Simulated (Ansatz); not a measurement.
Two isomers of C2H6OSSi: A = `COC([SiH3])=S`, B = `C[Si]1(S)CO1`.

Gas-phase electronic energies from Ansatz, PBE0-D4/def2-TZVP geometries. CBS: MP2 limit from def2 TZ/QZ plus the TZ coupled-cluster correction, frozen cores. Functionals use def2-TZVPP. B3LYP here is the variant with VWN-RPA as its local correlation; programs differ in this. One conformer a species, not always the lowest.

A:

```xyz
11

C    -0.170   -0.928    1.412
O     1.030   -0.290    0.989
C     1.031    0.408   -0.138
Si   -0.444    0.676   -1.317
S     2.383    1.151   -0.648
H     0.075   -1.427    2.347
H    -0.499   -1.666    0.678
H    -0.963   -0.197    1.583
H    -1.703    0.001   -0.890
H    -0.048    0.138   -2.638
H    -0.692    2.134   -1.378
```

B:

Z-matrix (Å, degrees):
```
C
Si 1 1.848
H 1 1.093 2 110.4
H 1 1.092 2 111.0 3 120.0
H 1 1.091 2 109.7 3 -119.7
S 2 2.118 1 108.9 3 -61.3
C 2 1.801 1 125.0 3 138.5
O 2 1.652 1 119.1 3 77.8
H 6 1.344 2 93.6 1 178.0
H 7 1.089 2 122.2 1 160.1
H 7 1.089 2 123.1 1 -3.2
```

Problem. Which is lower in electronic energy at CCSD(T)/CBS, and by how much? (Best estimate.)

Solution. The calculation gave: B, by 210.1 kJ/mol.

Problem. Give E(B) − E(A) in kJ/mol with B2PLYP, ωB97M-V, B3LYP, PBE0-D4, PBE-D4, MP2/def2-TZVPP, CCSD/def2-TZVPP. (An estimate is asked.)

Solution. Ansatz gave: B2PLYP -198.8, ωB97M-V -213.3, B3LYP -192.3, PBE0-D4 -210.8, PBE-D4 -195.8, MP2/def2-TZVPP -216.3, CCSD/def2-TZVPP -210.0. None reverses the order clearly.

Largest T1 diagnostic: 0.017.

From PBE to PBE0 (25 % exact exchange), in def2-TZVPP and without D4, E(B) − E(A) moves by −14.9 kJ/mol. In def2-TZVPP, CCSD(T) changes the Hartree–Fock value by −6.6 kJ/mol (the triples alone add +6.6 kJ/mol) and MP2 by −19.4 kJ/mol.
